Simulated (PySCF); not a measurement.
Species: C2H5N3Sn.
SMILES with atom numbers: `[SnH3:1][n:2]1[n:3][cH:4][cH:5][n:6]1` (hydrogens: H7, H8, H9 on Sn1; H10 on C4; H11 on C5)

Method: PBE0-D3(BJ)/def2-SVP geometry optimisation, gas phase, def2 core potentials past Kr (PySCF); density fitting, grid level 1; the optimiser is geomeTRIC in internal coordinates, started from a GFN2-xTB structure with every atom displaced at random (about 0.01 Å).

Step 0: E = -12442.8091 eV
```
atom  x, y, z in Å  |  force x, y, z in eV/Å
Sn1     2.6088    0.2896   -0.1942   -0.178   0.823   0.078
N2      0.5564    0.3733   -0.0505   -0.439   0.079  -0.138
N3     -0.2593    0.2553   -1.0933    2.890  -0.129  -1.241
C4     -1.4300    0.2894   -0.5899   -3.567  -0.146  -0.072
C5     -1.3593    0.4217    0.7877    0.205   0.248   1.022
N6     -0.0744    0.4861    1.0981    0.286  -0.103   0.647
H7      2.9036    0.9289   -1.6971    0.196   0.277  -0.582
H8      3.0240   -1.2762   -0.0715    0.339  -1.314   0.118
H9      3.1072    1.2228    1.0997    0.214   0.259   0.323
H10    -2.3311    0.2101   -1.2015    0.112   0.013  -0.066
H11    -2.1249    0.4920    1.5580   -0.058  -0.008  -0.090
```

Step 1: E = -12442.9632 eV
```
atom  x, y, z in Å  |  force x, y, z in eV/Å
Sn1     2.6335    0.3100   -0.1973   -0.022  -0.223  -0.025
N2      0.5215    0.3685   -0.0472    0.487  -0.042  -0.035
N3     -0.2656    0.2442   -1.0965   -0.542   0.016   0.114
C4     -1.5057    0.2812   -0.5839    0.712   0.011  -0.196
C5     -1.3879    0.4284    0.8049   -0.111  -0.017   0.012
N6     -0.0951    0.4759    1.1143   -0.046   0.031   0.071
H7      2.9867    0.9841   -1.7540   -0.093  -0.174   0.374
H8      3.0852   -1.3814   -0.0626   -0.184   0.628  -0.050
H9      3.1919    1.2694    1.1272   -0.120  -0.210  -0.273
H10    -2.3792    0.2118   -1.2231   -0.113  -0.020  -0.044
H11    -2.1643    0.5008    1.5636    0.031   0.002   0.050
```

Question: Estimate the geometry and energy of step 2. (The exact step hangs on the optimiser's Hessian estimate; all steps are aligned on step 1, rigid shifts and turns removed.)

Answer: E = -12442.9997 eV, largest force 0.394 eV/Å
```
atom  x, y, z in Å  |  force x, y, z in eV/Å
Sn1     2.6150    0.3090   -0.1968    0.036  -0.033   0.004
N2      0.5362    0.3731   -0.0487    0.135   0.067   0.087
N3     -0.2495    0.2498   -1.1004   -0.354  -0.017   0.172
C4     -1.4803    0.2816   -0.5855    0.057  -0.031  -0.274
C5     -1.3758    0.4266    0.8057    0.087   0.014  -0.058
N6     -0.0826    0.4832    1.1130   -0.036  -0.046   0.053
H7      2.9608    0.9628   -1.7216    0.023   0.039  -0.094
H8      3.0373   -1.3339   -0.0654    0.011  -0.060   0.006
H9      3.1673    1.2452    1.1030    0.041   0.057   0.081
H10    -2.3572    0.2034   -1.2252   -0.021   0.001   0.020
H11    -2.1502    0.4923    1.5675    0.021   0.009   0.003
```

The energy changes by -0.0365 eV. The first-order estimate −F·Δx gives -0.0853 eV and the mean of the old and new forces, exact on a quadratic surface, -0.0349 eV. The step makes an angle of 55° with the force vector and moves no atom by more than 0.068 Å.

What follows is the cost of the whole optimisation. Time: 38 s wall; peak memory 0.51 GiB. Hardware: one thread of an Arm Neoverse V2, no GPU, shared host.
